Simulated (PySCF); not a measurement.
## NMR problem set

- PBE0/pcSseg-1 with gauge-including orbitals
- coordinates at the GFN2-xTB level
- code: PySCF 2.14
- one computed conformer, averaged over atoms made equivalent by symmetry, fast rotation or ring inversion, isolated molecule, non-relativistic

Chemical shifts δ = σref − σ; $^{1}$H, $^{13}$C vs TMS, all at this level. Splittings of carbon signals by F and P are missing where no couplings were computed. Where no couplings were computed, multiplicities follow the n + 1 count of equivalent neighbours, and m marks all less simple cases (inequivalent or close neighbours, rings, F or P nearby). Shifts are as computed. Against solution values, carbons near 30 ppm lie about +3 ppm off and those near 130 ppm about +5 ppm. Of 1211 compounds with measured shifts, 218 miss one by over three times the rms of a fit or turn the order of signals round; such compounds aren't used in these exercises. OH and NH positions are gas-phase values without hydrogen bonding to other molecules.

Problem. C$_{6}$H$_{4}$O$_{2}$. $^{1}$H NMR (400 MHz, computed): δ 6.95 (d, 1H), 5.65 (m, 1H), 3.94 (m, 1H), 1.70 (d, 1H). $^{13}$C{$^{1}$H} NMR (computed): δ 177.3, 152.6, 116.3, 81.0, 78.8, 37.6. Identify the compound.

Solution. `[C@@H]1(C#C)C=COC1=O`. Rings plus π bonds: 5 (1 ring in the answer). 6 carbon signals for 6 carbons: no two carbons are equivalent. Carbon types of the structure: 2 × C, 4 × CH, which accounts for all hydrogens. δC 177.3: ester carbonyl carbon; lone-pair donation from the attached heteroatom keeps it upfield of a ketone carbonyl. δC 152.6: alkene carbon bearing oxygen; an sp2 carbon further deshielded by the attached heteroatom. δC 81.0: alkyne carbon; sp carbons lie upfield of alkene carbons because the cylindrical π system leaves one tensor component strongly shielded. δC 78.8: terminal alkyne carbon; sp carbons lie upfield of alkene carbons because the cylindrical π system leaves one tensor component strongly shielded.

This is the structure that produced the data.

Problem. C$_{5}$H$_{14}$N$_{2}$P$_{2}$. $^{1}$H NMR (400 MHz, computed): δ 3.52 (m, 2H), 3.31 (m, 6H), 2.24 (s, 6H). $^{13}$C{$^{1}$H} NMR (computed): δ 58.9, 48.0, 47.5. Identify the compound.

Solution. SMILES CN(C)C/P=P/N(C)C. 3 carbon signals for 5 carbons: some carbons are equivalent by symmetry or fast rotation. Carbon types of the structure: 1 × CH2, 4 × CH3, which accounts for all hydrogens. δC 58.9: sp3 CH2 bonded to N and P; the inductive effect lowers its shielding. δC 48.0, 47.5: methyl carbon bonded to N; the inductive effect lowers its shielding. δH 3.52: hydrogen on an sp3 CH2 bonded to N and P; its carbon carries N, an electronegative neighbour. δH 3.31, 2.24: hydrogen on a methyl carbon bonded to N; its carbon carries N, an electronegative neighbour.

The data come from this structure; uniqueness wasn't tested.

Problem. C$_{5}$H$_{9}$NO$_{3}$Si. $^{1}$H NMR (400 MHz, computed): δ 6.47 (m, 1H), 6.19 (m, 1H), 6.18 (m, 1H), 4.85 (s, 1H), 4.14 (s, 3H), 3.50 (br s, 1H), 2.32 (br s, 1H). $^{13}$C{$^{1}$H} NMR (computed): δ 155.3 (C), 121.6 (CH), 107.2 (CH), 104.2 (CH), 53.7 (CH3). Give a structure.

Solution. SMILES CO[Si@H](O)n1ccc(O)c1. The formula gives 3 degrees of unsaturation (1 ring in the answer). 5 carbon signals for 5 carbons: no two carbons are equivalent. Carbon types of the structure: 1 × C, 3 × CH, 1 × CH3, leaving 3 H on heteroatoms. δC 155.3: aromatic carbon bearing oxygen; the electronegative substituent deshields the carbon that carries it. δC 121.6, 104.2: aromatic CH next to a ring nitrogen. δC 107.2: aromatic CH; it is ortho or para to a lone-pair donor and shielded by resonance. δH 6.47, 6.18: hydrogen on an aromatic CH next to a ring nitrogen.

The shifts were computed for this structure.
